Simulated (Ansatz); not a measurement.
Mulliken charges of Cl₂H₄O₂Si₂ (`O[Si@H](Cl)[Si@@H](O)Cl`) from B3LYP/def2-TZVPP in Ansatz (PBE0-D4/def2-TZVP geometry).

```csv
atom,x (Å),y (Å),z (Å),charge (e)
O1,0.210,-1.294,1.920,-0.370
Si2,-0.379,0.018,1.139,0.503
Cl3,0.826,1.675,1.478,-0.267
Si4,-0.339,-0.123,-1.204,0.491
O5,1.178,0.192,-1.737,-0.375
Cl6,-1.693,1.282,-1.866,-0.245
H7,1.079,-1.623,1.681,0.191
H8,-1.698,0.286,1.749,-0.055
H9,-0.712,-1.425,-1.798,-0.066
H10,1.612,0.962,-1.360,0.193
```

**Question.** By hand: the dipole of these point charges (1 e Å = 4.8032 D).

**Answer.** Σ q r = (-0.025, -0.452, 0.066) e Å, of length 0.457 e Å = 2.20 D.

**Question.** How does the dipole of the full density compare? (An estimate is asked.)

**Answer.** The calculation gave: (0.249, -0.203, 0.073) e Å, 1.58 D; the point charges give 1.39 times that, at 53° from its direction.

Point charges leave out the atoms' own dipoles, such as those of lone pairs, and Mulliken's split depends on the basis, so the two needn't agree.

B3LYP here is the variant with VWN-RPA as its local correlation; programs differ in this.
